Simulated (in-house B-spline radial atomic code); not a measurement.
# Ionising Fe5+ with different functionals

Computed with a B-spline radial code for spherical atoms: non-relativistic Hamiltonian, point nucleus, spin-polarised at highest spin, spherical fractional occupations for the functionals, the average over the highest-spin determinants for Hartree-Fock. The ionisation energy is the difference of two self-consistent energies, [Ar] 3d3 → [Ar] 3d2, without Breit or QED terms; ε is the level of the shell that loses the electron (its least bound occupied spin orbital).

Hybrids are left out here: with spherical fractional occupations of an open shell their exact exchange keeps a self-interaction that integer-occupation calculations don't have.

```csv
method,rung,ΔSCF (eV),-ε(3d) (eV)
Hartree-Fock,Hartree-Fock,98.69,100.45
LDA VWN5,LDA,100.18,88.21
LDA PW92,LDA,100.17,88.20
LDA exchange-only,LDA,98.44,86.53
PBE,GGA,99.95,87.99
PBEsol,GGA,99.91,87.96
BLYP,GGA,?,?
RPBE,GGA,99.89,87.93
PW91,GGA,100.09,88.12
BP86,GGA,99.97,88.00
AM05,GGA,99.94,87.97
OLYP,GGA,100.51,88.52
TPSS,meta-GGA,99.81,87.87
SCAN,meta-GGA,?,?
r2SCAN,meta-GGA,100.12,88.30
M06-L,meta-GGA,99.94,88.10
revTPSS,meta-GGA,99.69,87.77
```

What does BLYP give?

ΔSCF 99.86 eV, and -ε(3d) = 87.89 eV.

What does SCAN give?

ΔSCF 100.06 eV, and -ε(3d) = 88.25 eV.

How do they compare with the NIST value?

NIST lists 98.98 eV ± 0.015 (measured, ground level to ground level). Errors run from -0.55 to +1.53 eV; Hartree-Fock is closest (-0.29 eV), but part of that can be cancellation, since the calculations leave out relativity, Breit-QED terms, multiplet and fine-structure energies. Hartree-Fock also lacks correlation.
